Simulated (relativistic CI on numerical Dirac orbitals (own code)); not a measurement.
Hyperfine structure of Pm50+, mass number 147

Calculated at this level of theory: Dirac-Coulomb-Breit CI, KLI orbitals optimised for each configuration, model QED (radiative potential, 1s self-energy scaled to tabulated hydrogen-like ionisation energies), unscaled Slater integrals (own radial code, finite nucleus).

CI space (outside the closed core [Ne]): 3s, 3p, 3d, 4s, 4p, 4d, 4f, 5s, 5p, 5d, 5f, 5g, 6s, 6p, 6d. Levels of other configurations are missing.

Nuclear spin I = 7/2, μ = 2.58 μN, Q = 0.74 b (tables of Stone and Pyykkö). The electronic factors are computed for point nuclear moments, without core polarisation or the Bohr-Weisskopf and QED corrections.

```tsv
Level	E (Ry)	A (GHz)	B (GHz)
3s 2S_1/2	0.000	1919	
3p 2P°_1/2	8.775	609.3	
3p 2P°_3/2	19.898	84.56	167
3d 2D_3/2	30.730	44.81	29.6
3d 2D_5/2	33.262	18.28	38.2
4s 2S_1/2	149.832	785.2	
4p 2P°_1/2	153.463	252.3	
4p 2P°_3/2	158.002	35.34	70
```

Levels with J = 0, under 50 % of one LS term, or S terms without an open s electron are left out. Small factors come from cancelling terms and can be off by tens of per cent or more.

At this charge energies of transitions that change n are usually good to better than 1 %, and those within a shell (Δn = 0) to a few per cent.

Problem. Give the hyperfine levels of 3s 2S_1/2 relative to its centre of gravity.

Solution. With K = F(F + 1) − I(I + 1) − J(J + 1), E = AK/2: F = 3: -4318, F = 4: 3358 GHz.
